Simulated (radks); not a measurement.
Question: Au IV, configuration [Xe] 4f14 5d6 6p2 (not the ground configuration). Method: Dirac Kohn-Sham, PBE, spin-unpolarised, spherical densities, finite nucleus; open shells fill j = l - 1/2 first; Fermi nuclear charge, rms radius 5.4371 fm; computed with a radial shooting solver on a logarithmic mesh with Libxc functionals.

Spin-orbit splittings of the eigenvalues, e(l+1/2) - e(l-1/2), with zeta = 2 splitting/(2l+1) and mean radii in bohr:

| shell | occ. | splitting (eV) | zeta (eV) | <r> j=l-1/2 | <r> j=l+1/2 |
|---|---|---|---|---|---|
| 2p | 6 | 1835 | 1224 | 0.05798 | 0.06653 |
| 3p | 6 | 405.0 | 270.0 | 0.1736 | 0.1893 |
| 3d | 10 | ? | ? | 0.1648 | 0.1696 |
| 4p | 6 | 97.14 | 64.76 | 0.4094 | 0.4434 |
| 4d | 10 | 18.10 | 7.238 | 0.4518 | 0.4630 |
| 4f | 14 | 3.820 | 1.091 | 0.4942 | 0.5010 |
| 5p | 6 | 17.17 | 11.44 | 0.9880 | 1.077 |
| 5d | 6 | 2.048 | 0.8190 | 1.351 | 1.390 |
| 5f | 0 | 0.04368 | 0.01248 | 3.422 | 3.444 |
| 6p | 2 | 2.520 | 1.680 | 2.499 | 2.697 |

Estimate the 3d splitting.

Answer: 87.07 eV (zeta = 34.83 eV).
